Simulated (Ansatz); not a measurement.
Reactions of C2H9NSi2, SMILES `C=C[SiH2]N[SiH3]`.

Calculated with Ansatz (gas phase, PBE0-D4/def2-TZVP geometries, no zero-point term in ΔE). CBS: MP2 limit from def2 TZ/QZ plus the TZ coupled-cluster correction, frozen cores. This one scheme is used for every species. DFT in def2-TZVPP. Each species was taken in one conformer, which may not be the lowest.

| reaction | r2SCAN-D4 (kJ/mol) | CCSD/CBS(def2) (kJ/mol) | B2PLYP (kJ/mol) | ωB97X-V (kJ/mol) |
| --- | --- | --- | --- | --- |
| `C=C[SiH2]N[SiH3]` + `CN(C)BN` → `C=C[SiH2]BN` + `CN(C)N[SiH3]` | 330 | 341 | 339 | 324 |
| `C=C[SiH2]N[SiH3]` + `B1CN1` → `[SiH3]N1BC1` + `C=C[SiH2]N` | -16 | -14 | -16 | -14 |
| `C=C[SiH2]N[SiH3]` + `[SiH3]OCS` → `[SiH3]OCS[SiH3]` + `C=C[SiH2]N` | -4 | 4 | 4 | 0 |
| `C=C[SiH2]N[SiH3]` + `N[SiH](O)O` → `[SiH3]N[SiH3]` + `C=C[Si](N)(O)O` | -1 | 1 | 1 | -1 |
| `C=C[SiH2]N[SiH3]` + `C=CSC` → `C=CCSC=C` + `[SiH3]N[SiH3]` | 31 | 32 | 32 | 30 |
| `C=C[SiH2]N[SiH3]` + `O[SiH2][SiH2]Cl` → `C=C[SiH2][SiH2]Cl` + `O[SiH2]N[SiH3]` | -24 | -23 | -23 | -22 |

Give the CCSD(T)/CBS values in the same order. (Best estimate.)

Ansatz gave: 337, -14, 1, 1, 31, -23 kJ/mol.

Largest T1 diagnostic: 0.013, for `B1CN1`.
